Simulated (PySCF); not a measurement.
A run for PySCF: R-HF/STO-3G on C2H6N2 (a complex), monomers drawn apart or pushed together.

```python
from pyscf import gto, scf, dft, mp
from pyscf.data.elements import chemcore

mol = gto.M(
    atom='''
    N    -0.47719724   -0.12635414   -0.24760665
    N     0.60678946   -0.23257498   -0.30761590
    C    -0.68172270    0.45343373    3.88421726
    C     0.62989584   -0.30962944    3.72399780
    H    -1.17484365    0.60561224    2.92222032
    H    -0.51664964    1.43672116    4.32914778
    H    -1.37857118   -0.08689533    4.52800871
    H     0.46625578   -1.29259604    3.27779186
    H     1.11934024   -0.46335208    4.68770301
    H     1.32937313    0.23003915    3.08262629
    ''',
    basis='sto-3g',
    charge=0, spin=0, verbose=3, max_memory=1800)
mf = scf.RHF(mol)
mf.conv_tol = 1e-8
mf.max_cycle = 100
mf.kernel()
if not mf.converged:
    mf = mf.newton().run(mf.mo_coeff, mf.mo_occ)
```

Output:

```
converged SCF energy = -185.799678644955
```

Self-consistency was reached.

Cost: roughly 0.09 core-seconds.
